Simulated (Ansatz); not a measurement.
Computed with Ansatz on PBE0-D4/def2-TZVP structures; ΔE is electronic, products minus reactants. CBS: MP2 limit from def2 TZ/QZ plus the TZ coupled-cluster correction, frozen cores. This one scheme is used for every species. DFT in def2-TZVPP. One conformer a species, not always the lowest.

Consider the ligand exchange at the Si–N bond: `N[SiH2]BF` + H₂S → `FB[SiH2]S` + NH₃.

(1) Is it downhill or uphill in electronic energy at CCSD(T)/CBS, and by how much? (An estimate is asked.)

(2) What do these levels give: r2SCANh-D4, ωB97M-V, HF/def2-TZVPP, MP2/def2-TZVPP, MP2/def2-QZVPP, SCS-MP2/def2-QZVPP? (Best estimate.)

Largest T1 diagnostic among the species: 0.014.

## Answers

(1) The calculation gave: Downhill: ΔE = -17.7 kJ/mol.

(2) The calculation gave: r2SCANh-D4 -20.8, ωB97M-V -15.2, HF/def2-TZVPP -5.9, MP2/def2-TZVPP -17.8, MP2/def2-QZVPP -18.8, SCS-MP2/def2-QZVPP -14.9 kJ/mol.

From PBE to PBE0 (25 % exact exchange), in def2-TZVPP and without D4, ΔE moves by +3.0 kJ/mol. Leaving LDA and LC-ωPBE aside and taking each functional with its dispersion term where it has one, the values, not all of them listed here, spread over 17.5 kJ/mol, from revPBE-D4 to CAM-B3LYP-D4. LDA lies +6.0 kJ/mol from PBE without D4.
